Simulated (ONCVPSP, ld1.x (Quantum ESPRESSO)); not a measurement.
**Pseudopotentials across the periodic table**

Generated with ld1.x 7.5 (TM, RRKJ, ultrasoft, PAW), atompaw 4.2 or ONCVPSP 4.0.1. The cutoff is in Ry: for ld1.x and atompaw files where the sum of valence levels is converged to 10 mRy in a Bessel basis, for ONCV files where the hardest occupied wave has 1 mHa per electron of residual kinetic energy. The error is the largest all-electron minus pseudo excitation energy over each file’s own four to seven test configurations (ionisations up to +4, promotions, holes and added fractions of an electron), all of which were solved. The labels leave out finer settings (local radius, basis sizes, second energies), which also bear on the numbers. Spin-polarised tests are not counted. The rows are a selection from randomly drawn settings: files with unsolved tests, undetermined cutoffs or missed reference levels are left out.

A true bound ghost makes a file unfit for plane-wave use even where its test errors are small: the radial tests pick states by their node count and pass the ghost by.

```csv
element,potential,cutoff (Ry),largest error (meV),bound ghosts
P,"TM semilocal, revPBE, scalar-relativistic, rc 1.20/1.45 (sp), local p, core correction yes, reference 3s2 3p1",50,+30,none
Rb,"ONCV, PW91, scalar-relativistic, rc 2.10/2.00/2.25/1.70 (spdf), local smoothed, core correction no, reference 4s2 4p6 5s1, qcut 6.3/6.5/4.7/6.1, projectors 3/2/1/2",28,-39,none
Sr,"ONCV, PBE, fully relativistic, rc 1.90/2.55/1.90 (spd), local d, core correction no, reference 4s2 4p6 5s2, qcut 8.3/5.5/4.4, projectors 2/2/0",37,+20,none
Ag,"ONCV, PBE, scalar-relativistic, rc 1.35/1.10/1.60 (spd), local smoothed, core correction yes, reference 4s2 4p6 4d10 5s1, qcut 8.4/9.1/8.6, projectors 2/1/2",73,-4.3,none
Te,"ONCV, PBE, scalar-relativistic, rc 1.15/1.45/0.95 (spd), local smoothed, core correction yes, reference 4s2 4p6 4d10 5s2 5p3, qcut 11.7/10.4/9.7, projectors 2/2/2",102,-12,none
Ce,"ONCV, PBE, scalar-relativistic, rc 2.50/2.05/3.40/1.05 (spdf), local smoothed, core correction yes, reference 4f1 5s2 5p6 5d1 6s1.75, qcut 5.4/3.8/4.2/19.6, projectors 2/2/2/1",250,-7.0,s
```

(1) Fill in the row for Te: ONCV, PBEsol, scalar-relativistic, rc 1.75/2.10/0.95/2.20 (spdf), local smoothed, core correction yes, reference 4d10 5s2 5p4, qcut 3.5/3.4/12/5.5, projectors 2/1/2/1.

(2) Fill in the row for Ga: ONCV, PBE, scalar-relativistic, rc 1.85/1.50/0.75 (spd), local smoothed, core correction no, reference 3d10 4s2, qcut 3.4/4.7/24.1, projectors 2/2/1.

(3) Fill in the row for Sn: ONCV, LDA (Perdew-Zunger), scalar-relativistic, rc 1.65/2.55/1.20/2.15 (spdf), local smoothed, core correction yes, reference 4d10 5s2 5p1, qcut 3.4/3/9.7/5.7, projectors 2/2/2/1.

Results:

(1) cutoff 111 Ry, largest error -25 meV, bound ghosts: s, p.

(2) cutoff 387 Ry, largest error -318 meV, bound ghosts: s.

(3) cutoff 83 Ry, largest error -39 meV, bound ghosts: s.
